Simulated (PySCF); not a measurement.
Interval between two levels of Mn by level of theory

Mn [Ar] 3d5 4s2 [6S5/2, M_J = 5/2] → Mn [Ar] 3d7 [4F9/2, M_J = 9/2], as a difference of total energies. Computed with PySCF 2.14 in x2c-TZVPall-2c with one added diffuse shell each of s, p, d type (7s8p5d1f, 63 functions), with the two-component X2C-1e Hamiltonian. Correlated levels: [Ne] frozen; the 6 highest virtual spinors dropped. "Screened" scales the spin-orbit matrix elements by Boettger's factors to mimic the two-electron term; Breit and QED terms are absent.

| method | interval between two levels (cm⁻¹) |
| --- | --- |
| GHF (screened spin-orbit) | 72260 |
| GMP2 (screened spin-orbit) | 48221 |

The labels give the starting determinants; with spin-orbit coupling the two ends relaxed to ⟨J²⟩ = 8.77, ⟨L²⟩ = 0.00, ⟨S²⟩ = 8.77 and ⟨J²⟩ = 25.34, ⟨L²⟩ = 12.01, ⟨S²⟩ = 4.32.

The determinant of the upper state mixes levels of different J (the jj label is only the starting occupation), so the difference between spin-free and spin-orbit rows is not the physical spin-orbit shift.
